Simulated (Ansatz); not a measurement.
`[NH2][Al]([SH])[CH2]F` → Al• + C• + F• + 5 H• + N• + S•  (atomization)

Program: Ansatz. Geometries: PBE0-D4/def2-TZVP. ΔE: electronic, gas phase. CBS: MP2 limit from def2 TZ/QZ plus the TZ coupled-cluster correction, frozen cores. This one scheme is used for every species, atoms too. Functionals use def2-TZVPP. No spin–orbit coupling; open shells (•) take unrestricted orbitals. Spin–orbit coupling would lower the free atoms: a little for Al, C, F, S. One conformer a species, not always the lowest.

```tsv
level	ΔE (kJ/mol)
ωB97X-V	3458.9
PBE	3486.7
PBE0	3413.5
HF/def2-TZVPP	2413.7
HF/def2-QZVPP	2420.1
SCS-MP2/def2-QZVPP	3456.5
HF/CBS(def2)	2421.1
CCSD/CBS(def2)	3389.9
```

(1) What does CCSD(T)/CBS give? (Best estimate.)

Largest T1 diagnostic among the species: 0.018.

Answers

(1) Computed: +3445.6 kJ/mol. The listed levels differ from it by 13.3, 41.1, -32.1, -1031.9, -1025.5, 10.9, -1024.5, -55.7 kJ/mol.

The D4 term adds +30.8 kJ/mol with B3LYP and +16.4 kJ/mol with PBE0; it sums over pairs of atoms, weighted by their polarisabilities, and B3LYP, whose exchange is more repulsive, gets the larger term. In def2-TZVPP, CCSD(T) changes the Hartree–Fock value by +921.4 kJ/mol (the triples alone add +55.7 kJ/mol) and MP2 by +983.9 kJ/mol; breaking electron pairs costs correlation energy, which Hartree–Fock lacks.

B3LYP here is the variant with VWN-RPA as its local correlation; programs differ in this.

For atomizations the MP2-based limit and the directly extrapolated one differ by several kJ/mol either way, and by 10 to 25 for some Ge, Se and Sn compounds, so smaller differences from it don't rank the levels.
